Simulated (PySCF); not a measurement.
# Löwdin shares of the frontier orbitals

Species: C5H10Si2.
SMILES with atom numbers: `[CH2:1]=[CH:2][C@@H:3]1[CH:4]=[CH:5][SiH2:6][SiH2:7]1` (hydrogens: H8, H9 on C1; H10 on C2; H11 on C3; H12 on C4; H13 on C5; H14, H15 on Si6; H16, H17 on Si7)

Method used: TDDFT B3LYP/def2-SVPD, vertical, gas phase, core orbitals frozen in the response in PySCF 2.14.0, density-fitted response routines. Isolated species at its GFN2-xTB geometry (one conformer only).

Frontier orbitals with the atoms that hold most of them (Löwdin shares over 4%, at most four atoms; ? is withheld):

| orbital | ε (eV) | atoms |
| --- | --- | --- |
| HOMO-3 | -8.83 | Si6 20%, C4 16%, C5 14%, C3 9% |
| HOMO-2 | -8.06 | Si6 24%, Si7 22%, C5 16%, C2 8% |
| HOMO-1 | -7.50 | C5 33%, C4 30%, Si6 7%, C3 7% |
| HOMO | ? | ? |
| LUMO | -0.53 | ? |
| LUMO+1 | -0.39 | Si6 18%, C2 17%, Si7 17%, C1 14% |
| LUMO+2 | 0.06 | Si7 27%, Si6 16%, H16 14%, H14 7% |

Question: Give the leading atoms of the LUMO.

Answer: C4 (bonded to 2 C and H) 32%; C5 (bonded to C, Si and H) 23%; Si6 (bonded to C, Si and 2 H) 13%; Si7 (bonded to C, Si and 2 H) 5%. By element: carbon 55% or more, silicon 18%.

Question: Which atoms hold the HOMO, and with what shares?

Answer: C1 (bonded to C and 2 H) 29%; C2 (bonded to 2 C and H) 23%; C3 (bonded to 2 C, Si and H) 12%; Si7 (bonded to C, Si and 2 H) 11%. By element: carbon 64% or more, silicon 11% or more.

Question: What is the HOMO energy, and the HOMO–LUMO gap?

Answer: ε(HOMO) = -6.81 eV; the gap is 6.28 eV (0.2308 hartree).

Question: How does S1 compare with the orbital gap of 6.28 eV?

Answer: S1 is at 5.33 eV (f = 0.0045), 0.94 eV below the gap, made of HOMO→LUMO (96%). 

Question: Give energy, strength and leading configuration of S1, S2, S4 and S6, and follow the Löwdin shares of the leading atoms from the occupied to the empty orbital.

Answer: 
- S1 (5.33 eV, f 0.0045), HOMO→LUMO (96%): C1 29% → at most 5%, C2 23% → at most 5%, C4 at most 11% → 32%, C5 at most 11% → 23%
- S2 (5.77 eV, f 0.080), HOMO→LUMO+1 (80%): C1 29% → 14%, C2 23% → 17%, Si6 at most 11% → 18%
- S4 (6.19 eV, f 0.011), HOMO-1→LUMO+1 (94%): C5 33% → at most 15%, C4 30% → at most 15%, Si6 7% → 18%, C2 at most 8% → 17%
- S6 (6.43 eV, f 0.030), HOMO-2→LUMO (74%): Si6 24% → 13%, Si7 22% → 5%, C4 at most 8% → 32%, C5 16% → 23%

Löwdin shares depend on the basis, the more so with diffuse functions.
